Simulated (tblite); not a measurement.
Species: C4H2F3N3.
Atom-mapped SMILES: `[F:1][C:2]([F:3])([F:4])[c:5]1[cH:6][cH:7][n:8][n:9][n:10]1` (hydrogens: H11 on C6; H12 on C7)

Computed with GFN2-xTB (tblite), gas phase: L-BFGS steps from a force-field or distance-geometry start until the largest atomic force falls under 0.01 eV/Å.

Step 13: E = -883.7557 eV
```
atom  x, y, z in Å  |  force x, y, z in eV/Å
F1     -2.0719   -0.1283   -1.5835    0.031  -0.041  -0.018
C2     -1.7930    0.1128   -0.2938   -0.127   0.025   0.006
F3     -2.2490   -0.9452    0.4013   -0.008   0.006  -0.043
F4     -2.5204    1.1613    0.0754    0.069   0.041   0.031
C5     -0.3053    0.2853   -0.0790   -0.020   0.016   0.009
C6      0.4963   -0.8230    0.1637    0.009   0.012   0.006
C7      1.8391   -0.5183    0.3519    0.045   0.013   0.005
N8      2.2714    0.7325    0.2851   -0.026   0.029  -0.018
N9      1.4595    1.6972    0.0309   -0.033  -0.001  -0.008
N10     0.1977    1.5102   -0.1494    0.017   0.042   0.009
H11     0.0890   -1.8178    0.2097    0.040  -0.101   0.018
H12     2.5878   -1.2674    0.5618    0.004  -0.041   0.001
```

Step 14: E = -883.7569 eV
```
atom  x, y, z in Å  |  force x, y, z in eV/Å
F1     -2.0689   -0.1262   -1.5837    0.020  -0.023  -0.021
C2     -1.7935    0.1134   -0.2928   -0.132   0.010   0.005
F3     -2.2597   -0.9429    0.3982    0.004   0.016  -0.029
F4     -2.5139    1.1680    0.0757    0.077   0.002   0.015
C5     -0.3055    0.2792   -0.0759   -0.035   0.045   0.012
C6      0.4997   -0.8262    0.1666   -0.031   0.017  -0.007
C7      1.8414   -0.5168    0.3533    0.054   0.009  -0.008
N8      2.2696    0.7356    0.2829   -0.017   0.012  -0.008
N9      1.4544    1.6978    0.0286   -0.019  -0.025  -0.004
N10     0.1931    1.5055   -0.1485    0.029   0.064   0.011
H11     0.0935   -1.8212    0.2093    0.045  -0.116   0.029
H12     2.5909   -1.2667    0.5603    0.005  -0.011   0.005
```

Problem. Estimate the geometry and energy of step 15. (The exact step hangs on the optimiser's Hessian estimate; all steps are aligned on step 14, rigid shifts and turns removed.)

Solution. E = -883.7580 eV, largest force 0.111 eV/Å
```
atom  x, y, z in Å  |  force x, y, z in eV/Å
F1     -2.0660   -0.1247   -1.5843    0.001  -0.002  -0.015
C2     -1.7955    0.1138   -0.2920   -0.071  -0.002  -0.002
F3     -2.2694   -0.9408    0.3950    0.001   0.019  -0.011
F4     -2.5069    1.1744    0.0764    0.054  -0.021  -0.001
C5     -0.3064    0.2745   -0.0728   -0.034   0.038   0.013
C6      0.5021   -0.8291    0.1691   -0.036   0.028  -0.015
C7      1.8441   -0.5153    0.3543    0.006  -0.003  -0.023
N8      2.2680    0.7384    0.2808    0.000  -0.010   0.001
N9      1.4496    1.6982    0.0264   -0.003  -0.030   0.000
N10     0.1891    1.5022   -0.1474    0.024   0.058   0.013
H11     0.0986   -1.8261    0.2095    0.054  -0.091   0.034
H12     2.5939   -1.2663    0.5591    0.005   0.018   0.006
```

The energy changes by -0.0010 eV. The first-order estimate −F·Δx gives -0.0015 eV and the mean of the old and new forces, exact on a quadratic surface, -0.0010 eV. The step makes an angle of 72° with the force vector and moves no atom by more than 0.010 Å.
